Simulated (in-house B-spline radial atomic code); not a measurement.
Values are calculated unless marked as measured or tabulated.
# Ghost states of the separable form: Sc

Sc, [Ar] 3d1 4s2, non-relativistic PBE, spherical and spin-unpolarised, from an all-electron radial atomic-structure program (B-spline basis) (atomic units; all potentials screened as in the neutral atom).

Troullier-Martins channels: 4s (ε = -0.1526, r_c = 3.215 bohr), 3p (ε = -1.2350, r_c = 1.161 bohr), 3d (ε = -0.1238, r_c = 3.215 bohr). In the Kleinman-Bylander form one channel serves as the local potential, and each other channel l becomes |δV u><u δV|/<u|δV|u>, with δV = V_l − V_local and u the pseudo-orbital. Its strength is E_KB = <u|δV²|u>/<u|δV|u>. By the analysis of Gonze, Stumpf and Scheffler a spurious state lies below the reference level ε if E_KB > 0 and ε is above the second level of the local potential alone, or if E_KB < 0 and ε is above its first. The table's levels are those of angular momentum l in a sphere of 9 bohr, whose wall can lift a shallow ε a little above its free-atom value.

```csv
local,channel,<u δV u>,<u δV² u>,ε,first local level,second local level
d,s,0.11357,0.44524,-0.1506,-3.1399,-0.3086
d,p,0.27581,0.45209,-1.2350,-1.5634,-0.0234
s,d,-1.9338,7.3231,-0.1236,0.0716,0.3272
s,p,-3.7049,17.565,-1.2350,-0.0547,0.1930
p,d,-0.30765,0.3466,-0.1236,0.0220,0.1944
p,s,0.1363,0.31924,-0.1506,-3.0975,-0.2910
```

(1) Apply the rule to each row.

Diagonalising the separable Hamiltonian gives:

```
local  channel       three lowest levels  all-electron, two lowest valence levels
    d        s  -1.0531, -0.1506, 0.1204                          -0.1506, 0.1195
    d        p  -1.2350, -0.0222, 0.2354                         -1.2350, -0.0436
    s        d   -0.1236, 0.1091, 0.4069                          -0.1236, 0.1048
    s        p  -1.2350, -0.0223, 0.2439                         -1.2350, -0.0436
    p        d   -0.1236, 0.1067, 0.3945                          -0.1236, 0.1048
    p        s  -1.4728, -0.1506, 0.1189                          -0.1506, 0.1195
```

(2) Which choices of local channel are safe?

Results:

(1) Local d, channel s: E_KB = +3.92, so ε = -0.1506 is set against -0.3086: a ghost. Local d, channel p: E_KB = +1.64, so ε = -1.2350 is set against -0.0234: no ghost. Local s, channel d: E_KB = -3.79, so ε = -0.1236 is set against 0.0716: no ghost. Local s, channel p: E_KB = -4.74, so ε = -1.2350 is set against -0.0547: no ghost. Local p, channel d: E_KB = -1.13, so ε = -0.1236 is set against 0.0220: no ghost. Local p, channel s: E_KB = +2.34, so ε = -0.1506 is set against -0.2910: a ghost.

(2) Free of ghosts: s. With d local the s channel has a ghost 0.90 hartree below ε, since the local potential binds more than one state below ε, and a repulsive term of rank one raises each level at most to the next, so it clears only one of them. With p local the s channel has a ghost 1.32 hartree below ε, since the local potential binds more than one state below ε, and a repulsive term of rank one raises each level at most to the next, so it clears only one of them. Among the safe choices the second level, which tests transfer, is off by at most 21.3 millihartree (s local).
